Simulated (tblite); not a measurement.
Species: C₈H₁₁OP.
Structure used (GFN2-xTB), in Å, numbered top down from 1:
```
atom  x, y, z in Å
C1    -1.7321   -1.2560    0.0079
C2    -1.5884    0.1475    0.5570
C3    -1.3915    1.2915   -0.4478
C4    -0.4710    2.1329    0.4425
P5    -0.0080    0.6457    1.4903
C6     1.2138   -0.1269    0.3877
C7     1.6872   -1.4638    0.5478
C8     2.6284   -1.6503   -0.4113
O9     2.7873   -0.5341   -1.1433
C10    1.9358    0.3822   -0.6550
H11   -0.9051   -1.4991   -0.6562
H12   -1.7477   -1.9832    0.8177
H13   -2.6617   -1.3443   -0.5535
H14   -2.4274    0.3722    1.2245
H15   -0.8586    0.9339   -1.3291
H16   -2.3070    1.7876   -0.7748
H17    0.3405    2.6662   -0.0466
H18   -1.0333    2.8373    1.0578
H19    1.3529   -2.1720    1.2784
H20    3.2364   -2.4951   -0.6681
H21    1.9405    1.3447   -1.1262
```

All values are computed: GFN2-xTB (tblite) harmonic vibrations without scaling, gas phase. Against measured fundamentals such values can be off by several per cent, at times by over 20. One conformer, not necessarily the lowest.

Harmonic wavenumbers (cm⁻¹): 31.0, 88.2, 106.7, 191.1, 204.6, 233.0, 283.4, 300.7, 404.4, 469.3, 533.7, 595.4, 617.4, 632.9, 708.5, 749.4, 777.8, 790.2, 835.6, 851.6, 896.9, 925.7, 930.0, 985.6, 1013.6, 1024.6, 1037.8, 1069.0, 1133.0, 1141.5, 1152.8, 1160.7, 1194.8, 1201.2, 1207.8, 1214.9, 1261.2, 1315.4, 1339.6, 1406.4, 1445.6, 1459.2, 1486.3, 1492.7, 1496.4, 1552.2, 2917.7, 2961.6, 2975.3, 2994.8, 3006.0, 3006.9, 3024.1, 3030.0, 3165.6, 3170.6, 3183.3.

A = 2054, B = 874.6, C = 785.9 MHz; mass 154.055 u (most abundant isotopes); point group C1, symmetry number 1.

**Question.** Zero-point energy?

**Answer.** ½Σν̃ = 37193 cm⁻¹ = 444.93 kJ/mol.

**Question.** Give the ideal-gas entropy at 400 K and 1 bar in the rigid-rotor, harmonic-oscillator model (classical rotation).

**Answer.** Translation 177.79, rotation 128.39, vibration 163.97: S = 470.2 J/(mol K).

**Question.** And Cp and H(400 K) − H(0)?

**Answer.** Cp = 217.37 J/(mol K), of which vibrations give 184.11 (their classical limit is 57 R = 473.9); H(400 K) − H(0) = 48.15 kJ/mol without the zero-point energy, 34.84 from vibrations.

**Question.** Which modes carry the vibrational entropy at 400 K?

**Answer.** 31.0 cm⁻¹: 26.56; 88.2 cm⁻¹: 17.89; 106.7 cm⁻¹: 16.33; 191.1 cm⁻¹: 11.59; 204.6 cm⁻¹: 11.05; 233.0 cm⁻¹: 10.02 J/(mol K); the other 51 give 70.53 together.

**Question.** What must be added to the electronic energy to get the Gibbs energy at 400 K and 1 bar?

**Answer.** ZPE + [H(400 K) − H(0)] − T·S = 444.93 + 48.15 − 188.06 = 305.02 kJ/mol.

**Question.** How do the functions run with temperature in this model?

**Answer.** 
```json
{"T (K)": "150", "S (J/(mol K))": "328.4", "Cp (J/(mol K))": "94.5", "H − H(0) (kJ/mol)": "9.50", "G − H(0) (kJ/mol)": "-39.76", "ln q(vib)": "2.98"}
{"T (K)": "250", "S (J/(mol K))": "387.1", "Cp (J/(mol K))": "141.0", "H − H(0) (kJ/mol)": "21.19", "G − H(0) (kJ/mol)": "-75.59", "ln q(vib)": "5.42"}
{"T (K)": "298.15", "S (J/(mol K))": "414.1", "Cp (J/(mol K))": "166.0", "H − H(0) (kJ/mol)": "28.57", "G − H(0) (kJ/mol)": "-94.88", "ln q(vib)": "6.62"}
{"T (K)": "600", "S (J/(mol K))": "574.1", "Cp (J/(mol K))": "295.0", "H − H(0) (kJ/mol)": "99.92", "G − H(0) (kJ/mol)": "-244.51", "ln q(vib)": "14.57"}
{"T (K)": "900", "S (J/(mol K))": "708.4", "Cp (J/(mol K))": "366.0", "H − H(0) (kJ/mol)": "200.05", "G − H(0) (kJ/mol)": "-437.53", "ln q(vib)": "22.40"}
```

q(vib) and H(0) count from the zero-point level.

Hindered rotation and anharmonicity are outside this model. Other conformers, if any are populated, would add a mixing term that is left out. The structure is chiral; the term R ln 2 for an equal mix with its mirror image is left out.
